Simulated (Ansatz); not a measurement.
trans-NiBr2(PH3)2 (NiP₂H₆Br₂), relaxed as a singlet with RKS r2SCAN-D4/def2-SVP in Ansatz, starting from the GFN2-xTB geometry. Force threshold 0.02 eV/Å.

Start:

```csv
atom,x (Å),y (Å),z (Å)
Br1,-1.138,2.001,0.063
Br2,1.102,-1.945,-0.061
Ni3,-0.020,0.032,0.000
P4,-0.883,-0.557,1.866
P5,0.877,0.569,-1.866
H6,-0.226,-1.373,2.766
H7,-1.996,-1.366,1.707
H8,-1.452,0.332,2.763
H9,1.243,-0.367,-2.816
H10,2.131,1.137,-1.712
H11,0.362,1.537,-2.710
```

```tsv
step	energy (eV)	largest force component (eV/Å)	SCF passes
1	-199784.7203	0.833	41
2	-199784.8523	0.229	21
3	-199784.8617	0.017	20
```

Force components are those of the run's own axes.

End:

```xyz
11

Br   -1.1500    2.0243    0.0657
Br    1.1246   -1.9830   -0.0644
Ni   -0.0156    0.0243   -0.0002
P    -0.9215   -0.5815    1.8725
P     0.9161    0.5899   -1.8729
H    -0.1825   -1.3832    2.7785
H    -2.0632   -1.4157    1.7388
H    -1.4631    0.3890    2.7535
H     1.2326   -0.4090   -2.8279
H     2.2053    1.1716   -1.7428
H     0.3176    1.5734   -2.7008
```

By distances, no bond broke or formed. The bond that changes most is Br2–Ni3, from 2.27 to 2.31 Å (atoms count from 1).

No frequencies were taken in this run, so the end may be a saddle point.

Hardware: 4 threads of Arm Neoverse N1 on a shared host. Wall time 23 s.
